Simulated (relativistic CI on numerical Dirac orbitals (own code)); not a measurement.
## Ni2+ in a cubic cluster: 1s photoemission with charge transfer

Computed with a charge-transfer multiplet model of a cubic metal-ligand cluster with up to 2 ligand holes, Slater and spin-orbit integrals from Dirac-Coulomb-Breit ions, Slater integrals scaled by 0.9. The parameters are those of a tetrahedral site (10Dq negative, t2 hopping the larger). The ground state mixes d8 with configurations of k ligand holes L, whose averages lie at kΔ + k(k − 1)U_dd/2; a core hole lowers each added d electron by U_cd. 300 K, Lorentzian 1.1 eV and Gaussian 0.6 eV FWHM.

Atomic integrals in eV (Slater integrals scaled, ζ unscaled), ground: F2dd 10.953, F4dd 6.797, zeta_d 0.080; with the core hole: F2dd 12.512, F4dd 7.807, zeta_d 0.112, G2cd 0.073.

Cluster parameters (eV): U_dd = 8.2, U_cd = 9.2, 10Dq = -0.35, 10Dq(ligand) = 0, V(eg) = 1.25, V(t2g) = -2.12, final-state hopping factor = 0.8.

```csv
Case,n_d,d8,d9L,d10L2,S
Δ = 2.5 eV,8.26,0.75,0.24,0.01,1.00
Δ = 3.5 eV,8.20,0.80,0.19,0.01,1.00
Δ = 4.5 eV,8.16,0.84,0.16,0.00,1.00
Δ = 5.5 eV,8.13,0.87,0.13,0.00,1.00
Δ = 8.5 eV,8.07,0.93,0.07,0.00,1.00
```

Weights, n_d and S are thermal averages at 300 K. Binding energies count from the first peak over 30 % of the highest in each spectrum, which can be another peak from case to case. The parameters are a model scan and need not match a compound or its usual spin state. Peaks in eV (height, largest 100):
- Δ = 2.5 eV: 0.0 (100), 5.0 (47), 8.3 (71)
- Δ = 3.5 eV: 0.0 (100), 5.3 (61), 7.6 (54)
- Δ = 4.5 eV: 0.0 (100), 5.4 (81), 7.3 (23)
- Δ = 5.5 eV: 0.0 (100), 5.1 (76)
- Δ = 8.5 eV: 0.0 (100), 4.5 (27)

For the case Δ = 5.5 eV, Δ = 5.5 eV is smaller than U_dd = 8.2 eV, the charge-transfer side of the Zaanen-Sawatzky-Allen scheme. With the core hole the configuration with one ligand hole lies at Δ − U_cd = -6.7, -5.7, -4.7, -3.7, -0.7 eV from the one without, in the order of the table; where this is negative the screened configuration lies lower, though the effective hopping of about 2.3 eV (from the holes of the mixed ground state) mixes the two strongly wherever it is as large as the gap.
